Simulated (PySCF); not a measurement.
Compound: C4H8BFO2.
InChI=1S/C4H8BFO2/c6-4-2-1-3(4)5(7)8/h3-4,7-8H,1-2H2/t3-,4+/m1/s1

A linear-response calculation (PySCF, def2-SVPD basis, gas phase, vertical, core orbitals frozen in the response) gave these numbers; the functional is withheld.

Orbital energies (eV): HOMO-3 -9.36, HOMO-2 -9.27, HOMO-1 -9.03, HOMO -8.58, LUMO 0.27, LUMO+1 0.65, LUMO+2 0.91.

```
state  E (eV)       f  main configurations (H = HOMO, L = LUMO)
   S1    7.76  0.0033                    H→L (76%), H→L+1 (20%)
   S2    8.02   0.054                    H→L+1 (64%), H→L (21%)
   S3    8.20  0.0031     H→L+2 (30%), H-1→L (30%), H-2→L (17%)
   S4    8.24   0.012                  H-2→L (65%), H→L+2 (13%)
   S5    8.27  0.0099    H-1→L (43%), H→L+2 (40%), H-1→L+1 (9%)
   S6    8.53   0.018                H-3→L (59%), H-3→L+1 (23%)
```

Triplets, Tamm–Dancoff:

```csv
state,E (eV),λ (nm),"main configurations (H = HOMO, L = LUMO)"
T1,7.36,168.4,"H→L+1 (51%), H→L (26%), H→L+4 (10%)"
T2,7.78,159.3,"H→L (68%), H→L+1 (14%)"
T3,7.89,157.1,"H-2→L+4 (30%), H-2→L+1 (26%), H-2→L (16%)"
T4,7.92,156.6,"H→L+2 (40%), H-1→L+1 (18%), H→L+1 (13%)"
```

Vertical ionisation energy by ΔSCF with the same functional: 10.55 eV. Mean static polarisability: 66.2 au.

Question: Which of these was used?
A. CAM-B3LYP
B. HF
C. PBE0
D. PBE

Answer: C. PBE0 is a global hybrid with 25% exact exchange. In this run −ε(HOMO) = 8.58 eV differs from the ΔSCF value by -1.97 eV, and S1 differs from the orbital gap of 8.85 eV by -1.09 eV. The ratio −ε(HOMO)/IP is 0.81. Usual ranges for neutral molecules in this basis: 0.7 to 0.83 with PBE0, 0.5 to 0.7 with PBE, 0.85 to 0.93 with CAM-B3LYP; Hartree–Fock can't fall below 1, since the ion's relaxation only lowers the ΔSCF value.

Theory: TDDFT PBE0/def2-SVPD, vertical, gas phase, core orbitals frozen in the response in PySCF. Geometry: PBE0-D3(BJ)/def2-SVP, one conformer, isolated molecule.

Conformer computed: `[OH:1][B:2]([OH:3])[C@@H:4]1[CH2:5][CH2:6][C@@H:7]1[F:8]`: O1–B2–C4–C5 -63°, H–O1–B2–O3 1°, H–O3–B2–O1 178°.

Without π bonds the low states are Rydberg-like; a valence basis with one diffuse set may place them up to an eV too high.
